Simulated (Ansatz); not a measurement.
Tuning the range parameter of LC-ωPBE so that −HOMO meets the ionisation energy; basis def2-SVP, Ansatz. System: Ga₆P₅H₁₈⁻, a cluster cut from wurtzite GaP (hydrogen-capped). Total charge -1; singlet. Geometry: PBE-D4/def2-SVP. The ionised state is a doublet.

Geometry of the singlet:

```xyz
29

Ga    2.6403    0.4500    1.3439
P     0.9493   -1.2650    1.5853
P    -0.8765    2.0349    1.8107
Ga   -1.1148   -0.3229    2.2264
Ga    0.6362   -2.9262   -0.1470
P    -2.6535   -0.9599    0.4901
P     1.8290    1.5237   -0.6488
Ga    0.0407    3.0487   -0.2360
Ga    1.6579    0.1834   -2.6475
P     0.0450   -1.4795   -1.9745
Ga   -2.2361   -0.7806   -1.9286
H     2.4808    1.4487    2.5815
H     4.0403   -0.2486    1.0749
H     1.3008   -1.9959    2.7674
H    -0.1463    2.5094    2.9443
H    -2.1392    2.6300    2.1392
H    -1.7008   -0.6122    3.6717
H     2.0255   -3.6421   -0.4252
H    -0.6357   -3.8033    0.2623
H    -3.0001   -2.3077    0.8161
H    -3.9104   -0.3568    0.8261
H     2.8944    2.4334   -0.9538
H     0.5777    4.4664    0.2464
H    -1.1546    2.9465   -1.2637
H     3.0541   -0.5412   -2.8835
H     1.0210    1.0721   -3.8043
H     0.0271   -2.3884   -3.0832
H    -2.4526    0.7563   -2.2226
H    -3.1997   -1.8733   -2.5676
```

| ω (1/bohr) | HOMO (eV) | LUMO (eV) | vertical IE (eV) | HOMO + IE (eV) |
| --- | --- | --- | --- | --- |
| 0.1 | -4.29 | 2.88 | 4.85 | 0.56 |
| 0.15 | -4.83 | 3.35 | 5.07 | 0.23 |
| 0.2 | -5.28 | 3.70 | 5.30 | 0.02 |
| 0.3 | -5.96 | 4.11 | 5.61 | -0.35 |

Problem. Where does the tuning condition hold?

Solution. Near ω = 0.20 bohr⁻¹, by linear interpolation.
